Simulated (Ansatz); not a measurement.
Which is lower?

The two ends of one reaction step of AlH3BrF, singlet (PBE0-D4/def2-TZVP).

A:

Al1  (-0.683, 0.430, -0.345)
Br2  (1.788, -0.853, -0.106)
H3  (-1.378, -0.557, -1.364)
H4  (-0.176, 1.882, -0.705)
H5  (1.340, -0.996, 1.242)
F6  (-0.891, 0.094, 1.278)
(Å)

B:

Al1  (-0.254, 0.284, -0.588)
Br2  (1.816, -0.800, -0.354)
H3  (-1.380, -0.593, -1.251)
H4  (-0.172, 1.856, -0.589)
H5  (0.424, -0.588, 1.402)
F6  (-0.434, -0.159, 1.381)
(Å)

Ansatz 0.2.0; basis: def2-TZVPP; cores frozen in the correlated methods. Filled d shells of the heavier atoms are correlated. The def2 sets are not built for correlating such inner shells, so the correlated values are less sure here. B3LYP uses VWN-RPA correlation.

Question: Which structure is lower at CCSD(T), and by how much? (To be estimated.)

Answer: The calculation gives: B, by 0.34 kcal/mol (electronic energy, against the other); a gap this small isn't resolved in one triple-zeta basis. By their contacts, A is AlH₃BrF ([F][AlH2][BrH]) and B is AlH₃BrF ([FH][AlH2][Br]).

Question: Do the other methods give the same order? (A judgement: the text doesn't fix the answer.)

Answer: By the calculation: Not all: BLYP-D4, B97M-V, B3LYP-D4, CAM-B3LYP-D4, RPA on PBE, HF, CCSD give the other order.

```json
{"method": "SPW92", "E(B) − E(A) (kcal/mol)": "-4.59"}
{"method": "PBE-D4", "E(B) − E(A) (kcal/mol)": "-2.07"}
{"method": "BLYP-D4", "E(B) − E(A) (kcal/mol)": "0.86"}
{"method": "r2SCAN-D4", "E(B) − E(A) (kcal/mol)": "-1.79"}
{"method": "B97M-V", "E(B) − E(A) (kcal/mol)": "0.44"}
{"method": "PBE0-D4", "E(B) − E(A) (kcal/mol)": "-2.68"}
{"method": "B3LYP-D4", "E(B) − E(A) (kcal/mol)": "0.08"}
{"method": "r2SCAN0-D4", "E(B) − E(A) (kcal/mol)": "-2.40"}
{"method": "BHLYP-D4", "E(B) − E(A) (kcal/mol)": "-0.43"}
{"method": "CAM-B3LYP-D4", "E(B) − E(A) (kcal/mol)": "0.05"}
{"method": "wB97X-V", "E(B) − E(A) (kcal/mol)": "-0.77"}
{"method": "wB97M-V", "E(B) − E(A) (kcal/mol)": "-1.37"}
{"method": "B2PLYP", "E(B) − E(A) (kcal/mol)": "-0.21"}
{"method": "PBE-QIDH", "E(B) − E(A) (kcal/mol)": "-2.53"}
{"method": "RPA on PBE", "E(B) − E(A) (kcal/mol)": "1.23"}
{"method": "HF", "E(B) − E(A) (kcal/mol)": "0.37"}
{"method": "MP2", "E(B) − E(A) (kcal/mol)": "-1.19"}
{"method": "CCSD", "E(B) − E(A) (kcal/mol)": "0.12"}
{"method": "CCSD(T)", "E(B) − E(A) (kcal/mol)": "-0.34"}
```

T1 diagnostic: at most 0.009.

Labels in which every atom is bracketed show which atoms are joined, not bond orders.

For scale, one of the runs: CCSD(T)/def2-TZVPP, 163 basis functions, launched by `ansatz run in.yaml --threads 2 --pin off --events-out ev --progress --plain --max-ram 4352MiB`. Time: 15 s of wall clock on 2 CPU threads of an Intel Xeon 6975P-C; the host was shared. Peak host memory: 1.4 GiB.
